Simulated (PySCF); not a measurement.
Input for PySCF: R-B3LYP/6-31G* on C4H6 (SMILES C=CC=C), a point of a torsion scan.

```python
from pyscf import gto, scf, dft, mp
from pyscf.data.elements import chemcore

mol = gto.M(
    atom='''
    C     1.34023943    1.10180271    0.70819965
    C     0.51295634    0.08340330    0.50472100
    C    -0.48139506   -0.00353876   -0.55399733
    C    -0.48109177    0.70549481   -1.67659029
    H     1.33038660    1.97964303    0.08482382
    H     2.05246534    1.09922508    1.51542948
    H     0.54030397   -0.76354550    1.17938646
    H    -1.26434784   -0.73372909   -0.38953180
    H    -1.25084574    0.58793528   -2.41993385
    H     0.29194371    1.42067180   -1.90077657
    ''',
    basis='6-31g*',
    cart=True,
    charge=0, spin=0, verbose=3, max_memory=1800)
mf = dft.RKS(mol, xc='b3lyp')
mf.conv_tol = 1e-8
mf.max_cycle = 100
mf.kernel()
if not mf.converged:
    mf = mf.newton().run(mf.mo_coeff, mf.mo_occ)
```

It printed:

```
converged SCF energy = -155.985276744836
```

The run converged.

Cost: around 5 core-seconds (rough).
